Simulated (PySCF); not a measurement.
**Multinuclear NMR of C4H4N2O2Si**

Bonds (- single, = double, # triple, : aromatic): N1#C2 1.146 Å, C2-C3 1.425 Å, C3-C4 1.494 Å, C4=O5 1.199 Å, C3=N6 1.273 Å, N6-Si7 1.701 Å, Si7-C8 1.945 Å, C8=O9 1.194 Å. C4 carries H10; Si7 carries H11, H12; C8 carries H13. Stereochemistry as in N#C/C(C=O)=N\[SiH2]C=O.

No solvent model, one conformer, relativity neglected, equivalent nuclei averaged. GFN2-xTB geometry; shieldings: GIAO PBE0/pcSseg-1; PySCF.

**Question.** What are the 29Si shifts?

**Answer.** 
```csv
atoms,environment,σ (ppm),δ (ppm)
Si7,"silicon bonded to C, N, 2 H",402.2,-50.7
```

Shieldings were converted by a linear fit to measured shifts: 29Si (scatter 8.9 ppm rms, 25.8 ppm with the 6 outliers that the fit left out vs TMS, solution or neat liquid). A few per cent of atoms miss by over 2 rms, more outside the fitted compound classes.

On a 400 MHz spectrometer 29Si resonates near 79.5 MHz, so 1 ppm is 79.5 Hz.

**Question.** Predict the 15N NMR data.

**Answer.** 
| atoms | environment | σ (ppm) | δ (ppm) |
| --- | --- | --- | --- |
| N6 | imine nitrogen | -189.7 | 26.8 |
| N1 | nitrile nitrogen | -63.9 | -89.2 |

Shieldings were converted by a linear fit to measured shifts: 15N: δ = -148.07 − 0.921σ (rms 6.3 ppm, 71 shifts vs CH3NO2, solution or neat liquid). Occasional misses reach two or three times the rms, and more in compound classes unlike the fitted ones.

On a 400 MHz spectrometer 15N resonates near 40.5 MHz, so 1 ppm is 40.5 Hz.

**Question.** Where does 17O resonate?

**Answer.** 
```tsv
atoms	environment	σ (ppm)	δ (ppm)
O9	carbonyl oxygen	-574.4	789.9
O5	aldehyde oxygen	-390.6	622.5
```

Shieldings were converted by a linear fit to measured shifts: 17O: δ = 266.70 − 0.911σ (rms 10.7 ppm, 155 shifts, 12.2 ppm with the 3 outliers that the fit left out vs liquid water, solution or neat liquid). Occasional misses reach two or three times the rms, and more in compound classes unlike the fitted ones.

On a 600 MHz spectrometer 17O resonates near 81.3 MHz, so 1 ppm is 81.3 Hz.
